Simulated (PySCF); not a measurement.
**Si3BH7O4**

The system: Si3BH7O4, a molecule; neutral, singlet. The structure, one conformer, was relaxed in the gas phase by PBE0-D3(BJ)/def2-SVP. No frequency run checks that it is a minimum.

SMILES: B[Si]1(O)O[SiH2]O[SiH2]O1

Coordinates in Å:
```
O1     -0.455   -0.383   -1.256
Si2    -1.927    0.263   -0.838
O3     -1.910    0.529    0.803
Si4    -0.755    0.237    1.964
O5      0.585   -0.374    1.195
Si6     0.982   -0.556   -0.420
O7      1.602   -2.057   -0.690
B8      2.289    0.868   -0.932
H9     -2.133    1.557   -1.540
H10    -3.000   -0.709   -1.176
H11    -0.411    1.514    2.642
H12    -1.265   -0.768    2.933
H13     1.028   -2.811   -0.517
H14     1.931    2.021   -0.890
H15     3.427    0.642   -1.262
```

Shieldings: GIAO PBE0/pcSseg-1. Shifts are against computed references at the same level: H TMS (σ 31.27 ppm), Si TMS (σ 352.0 ppm). Core levels by delta-SCF with SCAN, pcX-2 on the ionised atom and pcseg-1 elsewhere, spin-free X2C (2p3/2 is the spin-free 2p value less a third of a first-order spin-orbit splitting); from the vacuum level, for chosen atoms.

(1) Give the NMR and core-level values of the distinct atoms.

(2) Which of O1, O5, O7 holds its core electrons tightest, and by how much against the loosest?

(3) By CAM-B3LYP/def2-SVPD (TDDFT singlets, Tamm-Dancoff triplets, ionisation by delta-SCF), where does absorption start, and what does vertical ionisation take?

Results:

(1) 
| atoms | bonded to | σ (ppm) | δ (ppm) | core level (eV) |
| --- | --- | --- | --- | --- |
| O1 | 2 Si | 224.8 | - | 1s 537.94 |
| Si2 | 2 O + 2 H | 385.0 | -33.0 | - |
| O3 | 2 Si | 251.4 | - | - |
| Si4 | 2 O + 2 H | 384.9 | -32.9 | - |
| O5 | 2 Si | 224.1 | - | 1s 537.94 |
| Si6 | 1 B + 3 O | 406.9 | -54.9 | 2p3/2 108.02 |
| O7 | 1 Si + 1 H | 258.4 | - | 1s 538.69 |
| B8 | 1 Si + 2 H | -8.7 | - | - |
| H9 | 1 Si | 25.98 | 5.29 | - |
| H10 | 1 Si | 26.06 | 5.21 | - |
| H11 | 1 Si | 26.07 | 5.19 | - |
| H12 | 1 Si | 26.07 | 5.20 | - |
| H13 | 1 O | 28.71 | 2.56 | - |
| H14 | 1 B | 21.80 | 9.46 | - |
| H15 | 1 B | 21.72 | 9.55 | - |

Values are those of this one static structure; atoms that internal rotation interchanges would show their mean in an NMR spectrum.

Core levels of B8 are left out, their hole states being strongly spin-contaminated.

(2) O7 (bonded to 1 Si + 1 H), by 0.75 eV over O5 (bonded to 2 Si).

(3) The lowest singlet lies at 4.32 eV (f 0.004), the strongest of the first 6 at 6.38 eV (f 0.029), the lowest triplet at 3.46 eV; vertical ionisation takes 10.46 eV.

The 3 runs behind this took 9.8 min in all, one thread each of Arm Neoverse V2 on a shared host, launched as `OMP_NUM_THREADS=1 python cluster_run.py task.json out`.
